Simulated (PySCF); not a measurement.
C2H4Cl (SMILES C[CH]Cl), doublet, at a GFN2-xTB geometry. Base run: PySCF with HF/aug-cc-pVDZ.

Input for PySCF:
```python
from pyscf import gto, scf

mol = gto.Mole()
mol.atom = '''
    C     0.04677316    0.70471225   -0.20454313
    C     1.51515190    0.66822849   -0.06284299
    Cl   -0.86044375   -0.68577280    0.14716918
    H    -0.45045613    1.44149208   -0.80844228
    H     1.90236896    1.68339302    0.00115825
    H     1.80467594    0.11434297    0.82910532
    H     1.99940461    0.18126514   -0.91938050
'''
mol.basis = 'aug-cc-pvdz'
mol.spin = 1
mol.verbose = 4
mol.build()

mf = scf.UHF(mol)
mf.kernel()
```

The base run was repeated with changes; each row names its change, and settings that it needs were set with it.

```csv
change,ΔE vs base (mEh),fitting functions,dipole (D)
base,0.000,-,1.78
auxbasis = cc-pvtz-jkfit,0.036,399,1.78
auxbasis = cc-pvqz-jkfit,0.008,564,1.78
auxbasis = default (with mf = mf.density_fit()),0.175,428,1.78
auxbasis = even-tempered beta=3.0,0.167,472,1.78
auxbasis = even-tempered beta=1.6,0.011,1013,1.78
auxbasis = even-tempered beta=2.0,0.014,714,1.78
only_dfj = on; auxbasis = def2-universal-jfit,-0.163,193,1.78
auxbasis = def2-svp-ri,278.8,214,1.69
auxbasis = autoaux,0.113,658,1.78
```

A fitting set is made for a task (jfit for Coulomb, jkfit for Coulomb and exchange, ri for correlation) and for a family of orbital bases.

Open shells are given as the SCF converged; they aren't shown to be the lowest states, and a large step between rows can be another state.
